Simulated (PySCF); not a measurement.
NICS in isomers of C4H9NSSi2.

Definitions: NICS(0) = −σiso at the ring centroid; NICS(1) = −σiso and NICS(1)zz = −σzz at ±1 Å along the ring normal z. Level: GIAO PBE0/pcSseg-1 (PySCF, non-relativistic, gas phase) on the GFN2-xTB geometries, one conformer each. Atom numbers follow the mapped SMILES.

Task: Order these rings by mean NICS(1)zz, lowest (most negative) first (ppm).
A. ring C4–C5–C6–S7–C8 in `[SiH3:1][N:2]([SiH3:3])[c:4]1[cH:5][cH:6][s:7][cH:8]1`
B. ring C4–C5–C6–C7–S8 in `[NH2:1][Si@@H:2]([SiH3:3])[c:4]1[cH:5][cH:6][cH:7][s:8]1`
C. ring C3–Si4–C5–Si6 in `[CH3:1][S:2][C@@H:3]1[SiH2:4][CH2:5][Si@H:6]1[C:7]#[N:8]`
D. ring C3–C4–Si5–Si6 in `[CH3:1][S:2][C@@H:3]1[CH2:4][SiH2:5][Si@@H:6]1[C:7]#[N:8]`
E. ring C4–C5–C6–C7–S8 in `[SiH3:1][N:2]([SiH3:3])[c:4]1[cH:5][cH:6][cH:7][s:8]1`

Result: B (-28.0), A (-24.9), E (-23.3), C (5.0), D (6.4).

```csv
SMILES,ring,NICS(0),NICS(1),NICS(1)zz,HOMA,rms pucker (Å),ring atoms with four or more neighbours
N[Si@@H]([SiH3])c1cccs1,5-membered ring with S; formal bonds all aromatic,-12.2,-11.6,-28.0,0.79,0.00,0
[SiH3]N([SiH3])c1ccsc1,5-membered ring with S; formal bonds all aromatic,-13.3,-10.9,-24.9,0.77,0.00,0
[SiH3]N([SiH3])c1cccs1,5-membered ring with S; formal bonds all aromatic,-12.5,-10.3,-23.3,0.75,0.00,0
CS[C@@H]1[SiH2]C[Si@H]1C#N,4-membered ring with 2 Si; formal bonds all single,0.1,-1.0,5.0,–,0.02,4
CS[C@@H]1C[SiH2][Si@@H]1C#N,4-membered ring with 2 Si; formal bonds all single,1.5,-0.8,6.4,–,0.07,4
```

NICS(0) gives another order. The isotropic NICS(1) gives the same order. HOMA uses Krygowski's 1993 parameters; it is left out where a ring has a four-coordinate atom, a triple bond, no multiple bond or a kind of bond without parameters. NICS(1) and NICS(1)zz are means over the two faces.
